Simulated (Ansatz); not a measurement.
BiMe3 (C3H9Bi), relaxed as a singlet with RKS PBE0-D4/def2-SVP in Ansatz, starting from the GFN2-xTB geometry. Force threshold 0.02 eV/Å.

In the def2 sets Bi takes a core potential; there is no spin–orbit coupling.

Start:

Cartesian coordinates in Å:
```
Bi 0.6117 1.0357 0.5267
C -0.5438 1.1049 -1.4236
H -1.2903 1.8874 -1.3902
H -1.0340 0.1551 -1.5772
H 0.1308 1.2918 -2.2489
C -1.0501 -0.1116 1.5582
H -1.3826 -0.9064 0.9066
H -1.8828 0.5459 1.7712
H -0.6878 -0.5390 2.4841
C 1.6589 -0.8829 -0.0782
H 2.0346 -1.3900 0.8002
H 2.4835 -0.6670 -0.7451
H 0.9518 -1.5240 -0.5838
```

Q: Estimate the energy that the relaxation releases and the steps that it takes.

A: 5.4 kJ/mol, in 5 steps; 7 s on 4 threads of Arm Neoverse V2 on a shared host. No frequencies were taken in this run, so the end may be a saddle point.

Q: Does the start keep its bonding?

A: By distances, no bond broke or formed. The bond that changes most is C2–H4, from 1.08 to 1.10 Å (atoms count from 1).

Q: Predict the relaxed structure.

A: 
Cartesian coordinates in Å:
```
Bi 0.604 1.013 0.518
C -0.543 1.120 -1.442
H -1.322 1.893 -1.372
H -1.008 0.145 -1.646
H 0.148 1.378 -2.256
C -1.067 -0.115 1.571
H -1.413 -0.937 0.929
H -1.901 0.571 1.776
H -0.692 -0.521 2.521
C 1.669 -0.905 -0.078
H 2.103 -1.375 0.815
H 2.472 -0.674 -0.792
H 0.948 -1.593 -0.543
```
Bond lengths: 3 × Bi–C 2.27 Å; 9 × C–H 1.10 Å.
